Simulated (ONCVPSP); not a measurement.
**chlorine: variants of one ONCV potential**

Base potential:

chlorine (Cl), optimised norm-conserving Vanderbilt (ONCV), made with ONCVPSP 4.0.1 (PBE, scalar-relativistic). Core [Ne], reference 3s2 3p4.5 (charge +0.5). Waves: 3s: rc 1.35 bohr, ncon 3, nbas 7, qcut 5.3 1/bohr, 2 projectors, debl 0.5 Ha; 3p: rc 1.00 bohr, ncon 5, nbas 9, qcut 9.3 1/bohr, 3 projectors, debl 2.9 Ha. Local part: polynomial inside 0.95 bohr (lpopt 5, dvloc0 4 Ha). Core correction: polynomial model core, fcfact 0.4.

In the s channel the program set the typed energies aside and used -0.962, 0.250 Ha.

Cutoffs, loose and tight: the cutoffs (Ha) at which the residual kinetic energy of the hardest occupied pseudo-wave falls to 1 and 0.1 mHa per electron. They do not see the model core or the augmentation charge, which bear on the density cutoff. Test errors are all-electron minus pseudo excitation energies from the reference, over the configurations 3s2 3p5; 3s2 3p4; 3s2 3p3; 3s1 3p6. A dash means not determined; rows that change the core or the reference have their own tests.

A true bound ghost makes a file unfit for plane-wave use even where its test errors are small: the radial tests pick states by their node count and pass the ghost by.

| change | outcome | cutoff, loose | cutoff, tight | bound ghosts | GHOST(+) flags above zero | largest test error (meV) |
| --- | --- | --- | --- | --- | --- | --- |
| base | generated, projector energies reset by the program | 218 Ha | 262 Ha | p | s, p | +4.9 |
| core correction polynomial model core, fcfact 0.16 | generated, projector energies reset by the program | 218 Ha | 262 Ha | p | s, p | +5.2 |
| core correction polynomial model core, fcfact 0.26 | generated, projector energies reset by the program | 218 Ha | 262 Ha | p | s, p | +5.1 |
| core correction polynomial model core, fcfact 0.38 | generated, projector energies reset by the program | 218 Ha | 262 Ha | p | s, p | +4.9 |
| core correction polynomial model core, fcfact 0.48 | generated, projector energies reset by the program | 218 Ha | 262 Ha | p | s, p | +4.8 |
| core correction polynomial model core, fcfact 0.6 | generated, projector energies reset by the program | 218 Ha | 262 Ha | p | s, p | +4.7 |
| core correction polynomial model core, fcfact 0.76 | generated, projector energies reset by the program | 218 Ha | 262 Ha | p | s, p | +4.7 |
| core correction polynomial model core, fcfact 0.84 | generated, projector energies reset by the program | 218 Ha | 262 Ha | p | s, p | +4.6 |
| core correction polynomial model core, fcfact 0.98 | generated, projector energies reset by the program | 218 Ha | 262 Ha | p | s, p | +4.6 |
| core correction polynomial model core, fcfact 1.08 | generated, projector energies reset by the program | 218 Ha | 262 Ha | p | s, p | +4.6 |
| core correction polynomial model core, fcfact 1.22 | generated, projector energies reset by the program | 218 Ha | 262 Ha | p | s, p | +4.5 |

Reading the sweep of the fcfact (base included, trends over the rows without a ghost): Bound ghosts are found at 0.16, 0.26, 0.38, 0.4, 0.48, 0.6, 0.76, 0.84, 0.98, 1.08, 1.22. Every judged row has one, so this setting neither creates nor removes them.
